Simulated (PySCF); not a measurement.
C3H8Si, SMILES C=C[SiH2]C. Atoms are numbered in the order given.

```xyz
12

Si     0.4798    -0.4210     0.4387
C      1.9341     0.2530    -0.5569
C     -1.1484    -0.0898    -0.4312
C     -2.1336     0.6606     0.0811
H      0.6625    -1.8941     0.6251
H      0.4254     0.2240     1.7856
H      1.8431     1.3425    -0.6918
H      2.8899     0.0465    -0.0490
H      1.9734    -0.2120    -1.5553
H     -1.3049    -0.5281    -1.4273
H     -3.0712     0.8434    -0.4568
H     -2.0483     1.1283     1.0690
```

The structure is a stationary point at B3LYP-D3(BJ)/def2-SVP. One conformer was computed; it need not be the lowest.

These are B3LYP/pcSseg-1 (PySCF) values and carry that method's errors.

GIAO shieldings, no solvent; atoms listed in one row are averaged. δ = σ(ref) − σ: ²⁹Si against TMS (σ = 338.7 ppm); ¹³C against TMS (σ = 181.3 ppm); ¹H against TMS (σ = 31.68 ppm), references at their B3LYP-D3(BJ)/def2-TZVP geometries, non-relativistic.

**Question.** Estimate the chemical shifts. (An estimate is asked for; the answer gives what the named calculation found.)

**Answer.** 
```
nucleus       atoms  count  δ (ppm)
-------  ----------  -----  -------
²⁹Si            Si1      1    -36.6
¹³C              C3      1    146.3
¹³C              C4      1    145.9
¹³C              C2      1     -2.6
¹H              H10      1     6.56
¹H         H11, H12      2     6.45
¹H               H5      1     4.62
¹H               H6      1     4.37
¹H       H7, H8, H9      3     0.56
```
